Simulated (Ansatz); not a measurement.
# Two structures, one formula

The two ends of one reaction step of C$_{2}$H$_{10}$Ge, closed shell (PBE0-D4/def2-TZVP).

A:

```xyz
13
angstrom
Ge -0.9880 -1.4107 -0.0344
H -0.0994 -1.5891 -1.2784
H -1.7817 -2.7113 0.1882
H -1.9868 -0.2714 -0.3056
C 0.1028 -1.0066 1.5339
H 1.5392 1.2023 -0.9877
C 0.7625 1.9549 -1.1228
H -0.5313 -0.8800 2.4121
H 0.8043 -1.8195 1.7252
H 0.6675 -0.0877 1.3748
H 0.3239 2.2073 -0.1574
H 1.1987 2.8494 -1.5666
H -0.0118 1.5624 -1.7812
```

B:

| atom | x (Å) | y (Å) | z (Å) |
| --- | --- | --- | --- |
| Ge1 | -1.0003 | -0.0070 | 0.0382 |
| H2 | 1.5190 | -1.6701 | -1.5933 |
| H3 | -1.1548 | -1.1457 | -0.9940 |
| H4 | -2.4159 | 0.4151 | 0.4865 |
| C5 | 0.0121 | -0.6535 | 1.5800 |
| H6 | 2.2488 | -1.5396 | -1.5048 |
| C7 | -0.0936 | 1.5118 | -0.7928 |
| H8 | -0.4935 | -1.4999 | 2.0465 |
| H9 | 1.0085 | -0.9725 | 1.2701 |
| H10 | 0.1167 | 0.1395 | 2.3224 |
| H11 | 0.0098 | 2.3282 | -0.0760 |
| H12 | 0.9017 | 1.2184 | -1.1305 |
| H13 | -0.6582 | 1.8754 | -1.6523 |

Ansatz 0.2.0; basis: def2-TZVPP; cores frozen in the correlated methods. Filled d shells of the heavier atoms are correlated. The def2 sets are not built for correlating such inner shells, so the correlated values are less sure here. B3LYP uses VWN-RPA correlation.

Task: Which structure is lower at CCSD(T), and by how much? (An estimate is asked for; the value comes from the calculation.)

Result: Computed: A, by 0.405 eV (electronic energy, against the other). By their contacts, A is a complex of CH₆Ge ([CH3][GeH3]) + CH₄ and B is a complex of C₂H₈Ge ([CH3][GeH2][CH3]) + H₂.

All methods give the same order:

```
      method  E(B) − E(A) (eV)
       SPW92             0.433
      PBE-D4             0.412
     BLYP-D4             0.431
   r2SCAN-D4             0.433
      B97M-V             0.533
     PBE0-D4             0.438
    B3LYP-D4             0.460
  r2SCAN0-D4             0.449
    BHLYP-D4             0.498
CAM-B3LYP-D4             0.488
     wB97X-V             0.442
     wB97M-V             0.430
      B2PLYP             0.454
    PBE-QIDH             0.420
  RPA on PBE             0.403
          HF             0.607
         MP2             0.345
        CCSD             0.440
     CCSD(T)             0.405
```

T1 diagnostic: at most 0.010.

Labels in which every atom is bracketed show which atoms are joined, not bond orders.

For scale, one of the runs: CCSD(T)/def2-TZVPP, 250 basis functions, launched by `ansatz run in.yaml --threads 8 --pin off --events-out ev --progress --plain --max-ram 19148MiB`. Hardware: 8 CPU threads of an Arm Neoverse V1, shared host. Wall time 92 s; peak host memory 5.4 GiB.
